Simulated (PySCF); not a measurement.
## Calculated data, Al2H3

Computed with PySCF 2.14.0. Calculation on a computer-drawn molecule: vertical ionisation energy to the stated ion spin, frozen-core CCSD(T) at the basis limit and cheaper methods, single-reference cases, UHF for radicals, no spin-orbit; all values are single points at the evaluated structure, the first of each entry, which is the reference or a displaced copy of it and isn't optimised; the reference structure only sets the zero of the energies above reference; triples share is (T) over the correlation energy.

Common to all runs: charge 0; multiplicity 2; ion multiplicity 1; diffuse functions no; basis cc-pV(n+d)Z; reference is the Hartree-Fock double-zeta minimum; best is HF at quadruple zeta + MP2 correlation extrapolated from triple and quadruple zeta + CCSD(T) minus MP2 at triple zeta; basis step is the size of the change from the same recipe one zeta lower.

(1) Al2H3

Evaluated structure:
```xyz
5
Al2H3
Al    -0.2717    -3.1413     1.0287
Al     1.2109    -1.5222    -0.3571
H     -1.1036    -2.8215     2.3848
H      0.6191    -0.8081    -1.6626
H      2.6791    -1.4366    -0.1397
```

Reference structure:
```xyz
5
Al2H3
Al    -0.2678    -3.1221     1.0505
Al     1.2049    -1.5195    -0.3771
H     -1.0998    -2.7972     2.3715
H      0.6067    -0.7967    -1.6572
H      2.7716    -1.4321    -0.1383
```

Results for Al2H3: ionisation energy best 7.066 eV; ionisation energy basis step 0.03515 eV; energy above reference best 1.893 kcal/mol; energy above reference basis step 0.07341 kcal/mol; total energy HF triple zeta -485.5426 hartree; total energy CCSD(T) triple zeta -485.7218 hartree; total energy best -485.7426 hartree; T1 diagnostic at triple zeta 0.0255; D1 diagnostic at triple zeta 0.08029; spin squared at triple zeta 0.8004; ion T1 diagnostic at triple zeta 0.01337; ion D1 diagnostic at triple zeta 0.0277; triples share at triple zeta 0.02626; basis functions triple zeta 120; dipole magnitude HF at triple zeta 0.3957 debye; dipole magnitude CCSD unrelaxed at triple zeta 0.5215 debye; dipole magnitude PBE at triple zeta 0.7829 debye; dipole magnitude r2SCAN at triple zeta 0.7689 debye; dipole magnitude B3LYP at triple zeta 0.6981 debye; dipole magnitude wB97X at triple zeta 0.4589 debye.

Drawn bonds:
| atom | other atom | order |
| --- | --- | --- |
| 1 | 2 | 1 |
| 1 | 3 | 1 |
| 2 | 4 | 1 |
| 2 | 5 | 1 |

Triple zeta:
| method | ionisation energy (eV) | energy above reference (kcal/mol) |
| --- | --- | --- |
| HF | 6.722 | 1.94 |
| PBE | 7.15 | 2.05 |
| r2SCAN | 7.288 | 1.887 |
| B3LYP | 7.13 | 1.767 |
| wB97X | 7.053 | 1.787 |
| MP2 | 6.937 | 1.839 |
| CCSD | 7.004 | 1.873 |
| CCSD(T) | 7.036 | 1.886 |

(2) Al2H3

Evaluated structure:
```xyz
5
Al2H3
Al    -0.2717    -3.1413     1.0287
Al     1.2109    -1.5222    -0.3571
H     -1.1036    -2.8215     2.3848
H      0.6191    -0.8081    -1.6626
H      2.7186    -1.4343    -0.1339
```

Reference structure:
```xyz
5
Al2H3
Al    -0.2678    -3.1221     1.0505
Al     1.2049    -1.5195    -0.3771
H     -1.0998    -2.7972     2.3715
H      0.6067    -0.7967    -1.6572
H      2.7716    -1.4321    -0.1383
```

Results for Al2H3: ionisation energy best 7.077 eV; ionisation energy basis step 0.03492 eV; energy above reference best 0.7209 kcal/mol; energy above reference basis step 0.02842 kcal/mol; total energy HF triple zeta -485.5444 hartree; total energy CCSD(T) triple zeta -485.7237 hartree; total energy best -485.7445 hartree; T1 diagnostic at triple zeta 0.02551; D1 diagnostic at triple zeta 0.0801; spin squared at triple zeta 0.8003; ion T1 diagnostic at triple zeta 0.01353; ion D1 diagnostic at triple zeta 0.02797; triples share at triple zeta 0.02637; basis functions triple zeta 120; dipole magnitude HF at triple zeta 0.427 debye; dipole magnitude CCSD unrelaxed at triple zeta 0.5591 debye; dipole magnitude PBE at triple zeta 0.8193 debye; dipole magnitude r2SCAN at triple zeta 0.8086 debye; dipole magnitude B3LYP at triple zeta 0.736 debye; dipole magnitude wB97X at triple zeta 0.4943 debye.

Drawn bonds:
| atom | other atom | order |
| --- | --- | --- |
| 1 | 2 | 1 |
| 1 | 3 | 1 |
| 2 | 4 | 1 |
| 2 | 5 | 1 |

Triple zeta:
| method | ionisation energy (eV) | energy above reference (kcal/mol) |
| --- | --- | --- |
| HF | 6.736 | 0.779 |
| PBE | 7.158 | 0.7486 |
| r2SCAN | 7.298 | 0.7043 |
| B3LYP | 7.141 | 0.6464 |
| wB97X | 7.065 | 0.6724 |
| MP2 | 6.949 | 0.7279 |
| CCSD | 7.015 | 0.7191 |
| CCSD(T) | 7.047 | 0.7206 |

(3) Al2H3

Evaluated structure:
```xyz
5
Al2H3
Al    -0.2717    -3.1413     1.0287
Al     1.2109    -1.5222    -0.3571
H     -1.1036    -2.8215     2.3848
H      0.6191    -0.8081    -1.6626
H      3.1926    -1.4066    -0.0637
```

Reference structure:
```xyz
5
Al2H3
Al    -0.2678    -3.1221     1.0505
Al     1.2049    -1.5195    -0.3771
H     -1.0998    -2.7972     2.3715
H      0.6067    -0.7967    -1.6572
H      2.7716    -1.4321    -0.1383
```

The calculation gives: ionisation energy best 7.205 eV; ionisation energy basis step 0.03666 eV; energy above reference best 15.82 kcal/mol; energy above reference basis step 0.04305 kcal/mol; total energy HF triple zeta -485.5181 hartree; total energy CCSD(T) triple zeta -485.7000 hartree; total energy best -485.7204 hartree; T1 diagnostic at triple zeta 0.02674; D1 diagnostic at triple zeta 0.07812; spin squared at triple zeta 0.7988; ion T1 diagnostic at triple zeta 0.01838; ion D1 diagnostic at triple zeta 0.04261; triples share at triple zeta 0.02838; basis functions triple zeta 120; dipole magnitude HF at triple zeta 1.597 debye; dipole magnitude CCSD unrelaxed at triple zeta 1.465 debye; dipole magnitude PBE at triple zeta 1.615 debye; dipole magnitude r2SCAN at triple zeta 1.684 debye; dipole magnitude B3LYP at triple zeta 1.649 debye; dipole magnitude wB97X at triple zeta 1.541 debye.

Drawn bonds:
| atom | other atom | order |
| --- | --- | --- |
| 1 | 2 | 1 |
| 1 | 3 | 1 |
| 2 | 4 | 1 |
| 2 | 5 | 1 |

Triple zeta:
| method | ionisation energy (eV) | energy above reference (kcal/mol) |
| --- | --- | --- |
| HF | 6.926 | 17.27 |
| PBE | 7.264 | 13.43 |
| r2SCAN | 7.419 | 15.13 |
| B3LYP | 7.274 | 15.39 |
| wB97X | 7.229 | 16.31 |
| MP2 | 7.102 | 17.01 |
| CCSD | 7.151 | 15.86 |
| CCSD(T) | 7.176 | 15.59 |

(4) Al2H3

Evaluated structure:
```xyz
5
Al2H3
Al    -0.2717    -3.1413     1.0287
Al     1.2109    -1.5222    -0.3571
H     -1.1036    -2.8215     2.3848
H      0.6191    -0.8081    -1.6626
H      3.2065    -1.4058    -0.0616
```

Reference structure:
```xyz
5
Al2H3
Al    -0.2678    -3.1221     1.0505
Al     1.2049    -1.5195    -0.3771
H     -1.0998    -2.7972     2.3715
H      0.6067    -0.7967    -1.6572
H      2.7716    -1.4321    -0.1383
```

It finds ionisation energy best 7.208 eV; ionisation energy basis step 0.03689 eV; energy above reference best 16.62 kcal/mol; energy above reference basis step 0.05046 kcal/mol; total energy HF triple zeta -485.5167 hartree; total energy CCSD(T) triple zeta -485.6987 hartree; total energy best -485.7191 hartree; T1 diagnostic at triple zeta 0.02683; D1 diagnostic at triple zeta 0.07808; spin squared at triple zeta 0.7989; ion T1 diagnostic at triple zeta 0.01864; ion D1 diagnostic at triple zeta 0.04349; triples share at triple zeta 0.02847; basis functions triple zeta 120; dipole magnitude HF at triple zeta 1.64 debye; dipole magnitude CCSD unrelaxed at triple zeta 1.496 debye; dipole magnitude PBE at triple zeta 1.644 debye; dipole magnitude r2SCAN at triple zeta 1.715 debye; dipole magnitude B3LYP at triple zeta 1.683 debye; dipole magnitude wB97X at triple zeta 1.58 debye.

Drawn bonds:
| atom | other atom | order |
| --- | --- | --- |
| 1 | 2 | 1 |
| 1 | 3 | 1 |
| 2 | 4 | 1 |
| 2 | 5 | 1 |

Triple zeta:
| method | ionisation energy (eV) | energy above reference (kcal/mol) |
| --- | --- | --- |
| HF | 6.932 | 18.15 |
| PBE | 7.267 | 14.16 |
| r2SCAN | 7.423 | 15.91 |
| B3LYP | 7.277 | 16.17 |
| wB97X | 7.234 | 17.14 |
| MP2 | 7.107 | 17.86 |
| CCSD | 7.154 | 16.67 |
| CCSD(T) | 7.178 | 16.38 |
